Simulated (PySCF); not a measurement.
SMILES O[SiH]([GeH3])[GeH3], singlet (B3LYP/def2-SVP optimised geometry):

```
12

Si    -1.242     0.019     0.000
O     -1.843    -0.654     1.420
Ge    -2.119    -1.117    -1.937
Ge     1.169     0.019     0.000
H     -1.728     1.427     0.000
H     -1.629    -1.580     1.587
H     -1.737    -2.616    -1.903
H     -3.661    -1.030    -1.989
H     -1.554    -0.517    -3.244
H      1.708    -1.427     0.117
H      1.733     0.627    -1.304
H      1.728     0.824     1.194
```

Method: B3LYP/def2-TZVP in PySCF 2.14.0.

**Question.** What are the frontier orbital energies and the dipole moment?

**Answer.** HOMO-2 -9.27 eV, HOMO-1 -8.32 eV, HOMO -7.25 eV, LUMO -0.88 eV, LUMO+1 -0.33 eV; dipole moment 0.92 D.

Meta-Löwdin charges at B3LYP/def2-TZVP: Si1 0.62, O2 -0.74, Ge3 0.08, Ge4 0.08, H5 -0.09, H6 0.35, H7 -0.06, H8 -0.05, H9 -0.05, H10 -0.06, H11 -0.05, H12 -0.05.
